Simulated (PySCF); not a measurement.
A structure optimised at B3LYP-D3(BJ)/def2-SVP, used in a PySCF frequency run:

```
O
C 1 1.3467
O 2 1.2093 1 121.69
C 2 1.5049 3 125.45 1 179.84
H 4 1.0961 2 110.01 3 0.27
H 4 1.1009 5 110.27 2 120.94
H 4 1.1009 5 110.27 6 117.98
Si 1 1.7192 2 118.26 3 -0.18
O 8 1.6549 1 105.90 2 176.56
H 9 0.9642 8 118.09 1 66.13
H 8 1.4751 9 106.21 10 -176.51
H 8 1.4840 11 114.56 9 -124.01
```
Charge 0, spin multiplicity 1.

Task: Write its SMILES and formula.

Result: CC(=O)O[SiH2]O, C2H6O3Si

Task: What are its rotational constants (standard atomic weights)?

Result: 7.5967, 1.5846, 1.3478 GHz
